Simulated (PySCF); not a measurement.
Cost against size for one kind of job: PySCF, delta-SCF UKS SCAN, pcX-2 on the ionised atom, pcseg-1 elsewhere, spin-free X2C. Hardware: one thread of an Arm Neoverse V1, no GPU, shared host. The host was shared with other jobs, so the times are rough.

| species (SMILES) | atoms | electrons | basis functions | SCF cycles | core holes | wall time |
| --- | --- | --- | --- | --- | --- | --- |
| [H][Mg][CH3] | 6 | 22 | 79 | 29 | 2 | ? |
| O=[Si]=O | 3 | 30 | 88 | 47 | 3 | ? |
| C/C=C/[C@@H](C)F | 15 | 48 | 160 | 108 | 6 | 48 s |
| C/C=C(\C)CF | 15 | 48 | 160 | 108 | 6 | 47 s |
| CC(C)=CCF | 15 | 48 | 160 | 110 | 6 | 46 s |
| C/C=C(\F)CC | 15 | 48 | 160 | 111 | 6 | 49 s |
| CCO[Si@H]1CCCO1 | 20 | 72 | 218 | 149 | 9 | 2.3 min |

Task: Estimate the withheld figures.

Result: `[H][Mg][CH3]`: 3.1 s; `O=[Si]=O`: 2.9 s.

Task: With all rows, how does the wall time grow with the number of basis functions N?

Result: A straight line through log(time) against log(N) has slope 4.1 between N = 79 and 218, and the rows scatter about it by a factor of about 1.2 (standard error of the fit). This is a fit to these rows, whose iteration counts differ, not the method's formal scaling.

Task: Which species took longest, and how many times the shortest run?

Result: `CCO[Si@H]1CCCO1`, at 2.3 min: about 48 times the shortest (2.9 s).
